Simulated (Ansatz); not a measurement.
`[CH3][Mo](=[NH])(=[NH])[F]`. The species carries charge 0 and has multiplicity 1. Correlated methods include outer-core shells of Mo, which these sets cover unevenly. Mo takes the def2 core potential.

Z-matrix (Å, degrees):
```
C
Mo 1 2.103
H 1 1.094 2 108.0
H 1 1.094 2 108.0 3 -119.1
H 1 1.090 2 112.6 3 120.4
N 2 1.720 1 103.3 3 -178.0
N 2 1.720 1 103.3 3 -62.9
F 2 1.868 1 112.4 3 59.6
H 6 1.011 2 153.4 1 118.1
H 7 1.011 2 153.4 1 -118.0
```

Problem. Give the diagnostics of a CCSD(T)/def2-TZVPP run (frozen core, the Gaussian-basis code of Ansatz). (Estimate.)

Solution. The calculation gave: T1 = 0.0217, largest single amplitude 0.047, largest double 0.058, (T) share of the correlation energy 5.5 %, 14 CCSD cycles. The RHF solution is unstable towards an unrestricted one. T1 lies over the customary mark of 0.02 for closed shells; compounds of d metals often pass it without a breakdown.
